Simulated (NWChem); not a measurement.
System: C2H6ClSi, doublet; SMILES C[Si](C)Cl

Here is an NWChem input.

```
start job
memory heap 200 mb stack 900 mb global 1100 mb
geometry units angstroms noautosym nocenter noautoz
  C     -0.237057    -1.180014    -1.557903
  Si     0.456718    -0.390790     0.000000
  C     -0.237057    -1.180014     1.557903
  Cl    -0.079515     1.631297     0.000000
  H      0.163918    -0.696913    -2.460977
  H      0.021464    -2.250189    -1.591847
  H     -1.336058    -1.084857    -1.574292
  H     -1.336058    -1.084857     1.574292
  H      0.163918    -0.696913     2.460977
  H      0.021464    -2.250189     1.591847
end
basis spherical
  * library 6-31g*
end
dft
  odft
  mult 2
  xc m06-2x
  iterations 150
end
cosmo
  do_cosmo_smd true
  solvent dmso
end
task dft energy
```

In the optimisation the excess spin sits in a' (Cs, its own frame). All runs use the structure optimised with PBE0/def2-SVP, spin-unrestricted. No stability test was run on the SCF state. Solvent: dimethyl sulfoxide.

Level: M06-2X/6-31G* with SMD (1 M gas to 1 M solution), gas-phase geometry. Reactions with the solvent are ignored.

Problem. Give the results of this calculation. (M06-2X/6-31G* (spherical d), spin-unrestricted, SMD on the gas-phase geometry.) Quantities: solvation free energy (kcal/mol); cavity-dispersion-structure term (kcal/mol); dipole in solution (D).

Solution. The solvation free energy (kcal/mol) comes out as -2.6 and the cavity-dispersion-structure term (kcal/mol) is 0.7. The dipole in solution (D) is 3.37.
